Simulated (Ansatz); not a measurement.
Program: Ansatz. Geometries: PBE0-D4/def2-TZVP. ΔE: electronic, gas phase. CBS: MP2 limit from def2 TZ/QZ plus the TZ coupled-cluster correction, frozen cores. This one scheme is used for every species. Functionals use def2-TZVPP. One conformer a species, not always the lowest.

Consider the cleavage of the Si–B bond: `BO[SiH2]B` + H₂S → `BO[SiH2]S` + BH₃.

```csv
level,ΔE (eV)
LDA (SPW92),-0.73
PBE-QIDH,-0.90
RPA@PBE/def2-TZVPP,-0.84
HF/def2-TZVPP,-0.92
```

Problem. What does CCSD(T)/CBS give? (Estimate.)

Solution. Computed: -0.88 eV. The listed levels differ from it by 0.15, -0.02, 0.04, -0.04 eV.

Largest T1 diagnostic among the species: 0.013.

At CCSD(T), def2-SVP lies +0.10 eV from the extrapolated value and def2-TZVPP +0.02 eV. From PBE to PBE0 (25 % exact exchange), in def2-TZVPP and without D4, ΔE moves by −0.05 eV. Leaving LDA and LC-ωPBE aside and taking each functional with its dispersion term where it has one, the values, not all of them listed here, spread over 0.13 eV, from BHLYP-D4 to PBE-D4.
